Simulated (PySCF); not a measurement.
CH₃BrZn, singlet, at a GFN2-xTB geometry (such geometries of metal compounds can be far from the true shape), atoms displaced at random by about 0.08 Å a coordinate; PBE0/STO-3G, gradient (PySCF).

The PySCF input:
```python
from pyscf import gto, scf, dft

mol = gto.M(
    atom='''
Zn    0.94238114    0.30261112   -0.71496203
Br    2.33734470    1.16479955   -2.28395505
C    -0.58541422   -0.22661423    0.55255057
H    -1.08673917   -1.08267214    0.08102874
H    -1.30582483    0.62753318    0.74717720
H    -0.21303351   -0.38864362    1.53143819
''',
    basis='sto-3g',
    verbose=4,
)

mf = dft.RKS(mol)
mf.xc = 'pbe0'
mf.kernel()
g = mf.nuc_grad_method()
grad = g.kernel()
```

Q: What does PySCF print? Leave out banner, timings and long lists.

A: 
```
PySCF version 2.14.0

[INPUT] verbose = 4
[INPUT] num. atoms = 6
[INPUT] num. electrons = 74
[INPUT] charge = 0
[INPUT] spin (= nelec alpha-beta = 2S) = 0
[INPUT] symmetry False subgroup None
[INPUT] Mole.unit = angstrom
[INPUT] Symbol           X                Y                Z      unit          X                Y                Z       unit  Magmom
[INPUT]  1 Zn     0.942381140000   0.302611120000  -0.714962030000 AA    1.780842259555   0.571852139048  -1.351082426163 Bohr   0.0
[INPUT]  2 Br     2.337344700000   1.164799550000  -2.283955050000 AA    4.416941341704   2.201152139517  -4.316049525317 Bohr   0.0
[INPUT]  3 C     -0.585414220000  -0.226614230000   0.552550570000 AA   -1.106272545226  -0.428238830629   1.044169247272 Bohr   0.0
[INPUT]  4 H     -1.086739170000  -1.082672140000   0.081028740000 AA   -2.053639400137  -2.045953827297   0.153122126819 Bohr   0.0
[INPUT]  5 H     -1.305824830000   0.627533180000   0.747177200000 AA   -2.467651295357   1.185865844277   1.411960274519 Bohr   0.0
[INPUT]  6 H     -0.213033510000  -0.388643620000   1.531438190000 AA   -0.402574989255  -0.734430001860   2.893998755800 Bohr   0.0

nuclear repulsion = 356.283314819037
number of shells = 22
number of NR pGTOs = 132
number of NR cGTOs = 44
basis = sto-3g
ecp = {}

******** <class 'pyscf.dft.rks.RKS'> ********
method = RKS
initial guess = minao
damping factor = 0
level_shift factor = 0
DIIS = <class 'pyscf.scf.diis.CDIIS'>
diis_start_cycle = 1
diis_space = 8
diis_damp = 0
SCF conv_tol = 1e-09
SCF conv_tol_grad = None
SCF max_cycles = 50
direct_scf = True
direct_scf_tol = 1e-13
XC library pyscf.dft.libxc version 7.1.2
    S. Lehtola, C. Steigemann, M. J. T. Oliveira, and M. A. L. Marques,  SoftwareX 7, 1–5 (2018)
XC functionals = pbe0
    C. Adamo and V. Barone,  J. Chem. Phys. 110, 6158 (1999)
    M. Ernzerhof and G. E. Scuseria,  J. Chem. Phys. 110, 5029 (1999)
radial grids:
    Treutler-Ahlrichs [JCP 102, 346 (1995); DOI:10.1063/1.469408] (M4) radial grids

becke partition: Becke, JCP 88, 2547 (1988); DOI:10.1063/1.454033
pruning grids: <function nwchem_prune>
grids dens level: 3
symmetrized grids: False
atomic radii adjust function: <function treutler_atomic_radii_adjust>
small_rho_cutoff = 0
Set gradient conv threshold to 3.16228e-05
Initial guess from minao.
tot grids = 84608
init E= -4338.01582016234
  HOMO = -0.163671639337535  LUMO = -0.1625978023105  gap/eV = 0.02922
cycle= 1 E= -4336.90666429753  delta_E= 1.11  |g|= 2.48  |ddm|= 5.74
  HOMO = -0.314417691418236  LUMO = -0.100771441836784  gap/eV = 5.81361
cycle= 2 E= -4335.81394038586  delta_E= 1.09  |g|= 2.05  |ddm|= 6.22
  HOMO = -0.0177604024329884  LUMO = 0.140290326193626  gap/eV = 4.30078
cycle= 3 E= -4342.76974202699  delta_E= -6.96  |g|= 1.13  |ddm|= 6.17
  HOMO = 0.0775136236108266  LUMO = 0.118600477044386  gap/eV = 1.11803
cycle= 4 E= -4343.47230379981  delta_E= -0.703  |g|= 0.445  |ddm|= 2.65
  HOMO = 0.195136562515991  LUMO = 0.249087015012906  gap/eV = 1.46807
cycle= 5 E= -4337.15474320124  delta_E= 6.32  |g|= 2.45  |ddm|= 4.69
  HOMO = 0.181714608193096  LUMO = 0.235438255689136  gap/eV = 1.46189
cycle= 6 E= -4337.1804788863  delta_E= -0.0257  |g|= 2.46  |ddm|= 0.241
  HOMO = 0.15622534525182  LUMO = 0.217283809307659  gap/eV = 1.66149
cycle= 7 E= -4337.25824131805  delta_E= -0.0778  |g|= 2.49  |ddm|= 1.11
  HOMO = 0.132811995449093  LUMO = 0.194058832298559  gap/eV = 1.66661
cycle= 8 E= -4337.29581755904  delta_E= -0.0376  |g|= 2.51  |ddm|= 1.26
  HOMO = 0.118080230945895  LUMO = 0.178838470512269  gap/eV = 1.65332
cycle= 9 E= -4337.35656467925  delta_E= -0.0607  |g|= 2.54  |ddm|= 0.181
  HOMO = 0.13557302236129  LUMO = 0.198931984494086  gap/eV = 1.72409
cycle= 10 E= -4337.29841131935  delta_E= 0.0582  |g|= 2.51  |ddm|= 0.0892
  HOMO = 0.062708774258101  LUMO = 0.0678732658339791  gap/eV = 0.14053
cycle= 11 E= -4338.23225730791  delta_E= -0.934  |g|= 2.89  |ddm|= 1.08
  HOMO = 0.06455560208427  LUMO = 0.0749925597886285  gap/eV = 0.28400
cycle= 12 E= -4338.06493978577  delta_E= 0.167  |g|=  2.8  |ddm|= 0.22
  HOMO = -0.327223959348566  LUMO = -0.115647433912952  gap/eV = 5.75729
cycle= 13 E= -4335.58619103497  delta_E= 2.48  |g|=    2  |ddm|= 6.01
  HOMO = -0.0744521982767988  LUMO = 0.0914674031938305  gap/eV = 4.51490
cycle= 14 E= -4342.33578216591  delta_E= -6.75  |g|= 1.24  |ddm|= 6.12
  HOMO = 0.124565258040925  LUMO = 0.145868698760848  gap/eV = 0.57970
cycle= 15 E= -4343.39243828786  delta_E= -1.06  |g|= 0.601  |ddm|= 3.25
  HOMO = 0.253890275460546  LUMO = 0.307706946006579  gap/eV = 1.46443
cycle= 16 E= -4336.89866260941  delta_E= 6.49  |g|= 2.35  |ddm|= 4.65
  HOMO = 0.216219791424447  LUMO = 0.27160430820185  gap/eV = 1.50709
cycle= 17 E= -4337.01189205775  delta_E= -0.113  |g|= 2.38  |ddm|= 0.334
  HOMO = 0.217784858551681  LUMO = 0.272470921802093  gap/eV = 1.48808
cycle= 18 E= -4337.00671075896  delta_E= 0.00518  |g|= 2.38  |ddm|= 0.105
  HOMO = 0.216167917333618  LUMO = 0.277177935729817  gap/eV = 1.66017
cycle= 19 E= -4337.00974544756  delta_E= -0.00303  |g|= 2.37  |ddm|= 1.01
  HOMO = 0.222287475377143  LUMO = 0.295095597189363  gap/eV = 1.98121
cycle= 20 E= -4336.89399547868  delta_E= 0.116  |g|=  2.3  |ddm|= 0.636
  HOMO = 0.302313795359226  LUMO = 0.374682742241523  gap/eV = 1.96926
cycle= 21 E= -4336.68340156674  delta_E= 0.211  |g|=  2.3  |ddm|= 0.346
  HOMO = 0.0966611086505679  LUMO = 0.185022317251805  gap/eV = 2.40443
cycle= 22 E= -4337.30381620505  delta_E= -0.62  |g|= 2.48  |ddm|= 1.01
  HOMO = 0.0820799487152573  LUMO = 0.189205259637439  gap/eV = 2.91503
cycle= 23 E= -4337.29249921062  delta_E= 0.0113  |g|= 2.42  |ddm|= 0.432
  HOMO = -0.410905686177687  LUMO = -0.163734769535122  gap/eV = 6.72586
cycle= 24 E= -4335.43240941396  delta_E= 1.86  |g|= 2.04  |ddm|= 5.99
  HOMO = -0.177734733593193  LUMO = -0.00258033380348877  gap/eV = 4.76619
cycle= 25 E= -4342.30207881862  delta_E= -6.87  |g|= 1.23  |ddm|= 6.05
  HOMO = 0.0542807587353032  LUMO = 0.119722320636334  gap/eV = 1.78076
cycle= 26 E= -4343.45788447779  delta_E= -1.16  |g|= 0.472  |ddm|= 3.09
  HOMO = 0.110885760512521  LUMO = 0.141662948510048  gap/eV = 0.83749
cycle= 27 E= -4337.63070702749  delta_E= 5.83  |g|= 2.65  |ddm|= 4.61
  HOMO = 0.109116449913904  LUMO = 0.133103207917689  gap/eV = 0.65271
cycle= 28 E= -4337.68551468301  delta_E= -0.0548  |g|= 2.67  |ddm|= 0.0915

WARN: HOMO 0.1020259743866 == LUMO 0.10292000526262

cycle= 29 E= -4341.42739407646  delta_E= -3.74  |g|= 2.22  |ddm|= 2.95
  HOMO = 0.102713357535362  LUMO = 0.10540117317978  gap/eV = 0.07314
cycle= 30 E= -4341.12263494171  delta_E= 0.305  |g|= 2.43  |ddm|= 0.444
  HOMO = 0.119478081848351  LUMO = 0.149410662340414  gap/eV = 0.81451
cycle= 31 E= -4337.56710163492  delta_E= 3.56  |g|= 2.63  |ddm|= 2.75
  HOMO = 0.151598413850481  LUMO = 0.194313423808964  gap/eV = 1.16233
cycle= 32 E= -4337.3255594398  delta_E= 0.242  |g|= 2.53  |ddm|= 0.458
  HOMO = 0.0160876787718027  LUMO = 0.0463352373681827  gap/eV = 0.82308
cycle= 33 E= -4343.46778653787  delta_E= -6.14  |g|= 0.449  |ddm|=  4.9
  HOMO = -0.00690901703854174  LUMO = 0.0686416150878502  gap/eV = 2.05584
cycle= 34 E= -4343.5522102556  delta_E= -0.0844  |g|= 0.172  |ddm|= 1.14
  HOMO = -0.0289360576634881  LUMO = 0.0637497857401505  gap/eV = 2.52211
cycle= 35 E= -4343.56111469162  delta_E= -0.0089  |g|= 0.104  |ddm|= 0.443
  HOMO = -0.0221231753604624  LUMO = 0.0646333969273105  gap/eV = 2.36077
cycle= 36 E= -4343.56441466283  delta_E= -0.0033  |g|= 0.0523  |ddm|= 0.165
  HOMO = -0.027627026365901  LUMO = 0.0654983816718644  gap/eV = 2.53407
cycle= 37 E= -4343.56644666477  delta_E= -0.00203  |g|= 0.036  |ddm|= 0.231
  HOMO = -0.0319974303484576  LUMO = 0.0674269152645325  gap/eV = 2.70547
cycle= 38 E= -4343.56799051751  delta_E= -0.00154  |g|= 0.0297  |ddm|= 0.342
  HOMO = -0.0283420814090668  LUMO = 0.0674879705166839  gap/eV = 2.60767
cycle= 39 E= -4343.56792707499  delta_E= 6.34e-05  |g|= 0.0223  |ddm|= 0.088
  HOMO = -0.0301092984740619  LUMO = 0.0671827330302317  gap/eV = 2.64745
cycle= 40 E= -4343.56807800045  delta_E= -0.000151  |g|= 0.0147  |ddm|= 0.0271
  HOMO = -0.0342616494947898  LUMO = 0.0665260594145288  gap/eV = 2.74257
cycle= 41 E= -4343.56834757523  delta_E= -0.00027  |g|= 0.00678  |ddm|= 0.0889
  HOMO = -0.0400168546390622  LUMO = 0.0660946856061865  gap/eV = 2.88744
cycle= 42 E= -4343.56849938555  delta_E= -0.000152  |g|= 0.00401  |ddm|= 0.131
  HOMO = -0.0401418265852072  LUMO = 0.0660069263839245  gap/eV = 2.88845
cycle= 43 E= -4343.56850795209  delta_E= -8.57e-06  |g|= 0.00143  |ddm|= 0.0107
  HOMO = -0.0409795968343711  LUMO = 0.0658987640139038  gap/eV = 2.90831
cycle= 44 E= -4343.568515579  delta_E= -7.63e-06  |g|= 0.000865  |ddm|= 0.0224
  HOMO = -0.0412569202210379  LUMO = 0.0659223384228648  gap/eV = 2.91650
cycle= 45 E= -4343.5685214013  delta_E= -5.82e-06  |g|= 0.00099  |ddm|= 0.0227
  HOMO = -0.0411296774380256  LUMO = 0.0659800529911497  gap/eV = 2.91460
cycle= 46 E= -4343.56852680794  delta_E= -5.41e-06  |g|= 0.000342  |ddm|= 0.0261
  HOMO = -0.0412371153830426  LUMO = 0.0660180975085611  gap/eV = 2.91856
cycle= 47 E= -4343.56852871792  delta_E= -1.91e-06  |g|= 0.000407  |ddm|= 0.0131
  HOMO = -0.0414262424422807  LUMO = 0.0660222238679072  gap/eV = 2.92382
cycle= 48 E= -4343.56853049444  delta_E= -1.78e-06  |g|= 0.000254  |ddm|= 0.0141
  HOMO = -0.0415200974932584  LUMO = 0.0660391609167074  gap/eV = 2.92684
cycle= 49 E= -4343.5685316229  delta_E= -1.13e-06  |g|= 0.000269  |ddm|= 0.0116
  HOMO = -0.041601968565  LUMO = 0.0660362392983505  gap/eV = 2.92898
cycle= 50 E= -4343.56853222403  delta_E= -6.01e-07  |g|= 0.000196  |ddm|= 0.00624
SCF not converged.
SCF energy = -4343.56853222403

WARN: Ground state RKS not converged

******** <class 'pyscf.grad.rks.Gradients'> for <class 'pyscf.dft.rks.RKS'> ********
unit = Eh/Bohr
grid_response = False
--------------- RKS gradients ---------------
         x                y                z
0 Zn     0.0159648616     0.0049907152    -0.0143593594
1 Br     0.0331478201     0.0153530363    -0.0325396229
2 C    -0.0278169259    -0.0652875323     0.0676728193
3 H     0.0036613408    -0.0003126464    -0.0136552295
4 H    -0.0095526689     0.0218270385     0.0177267442
5 H    -0.0152742729     0.0234800348    -0.0247270902
----------------------------------------------
```

The run did not converge; its last values are not results.
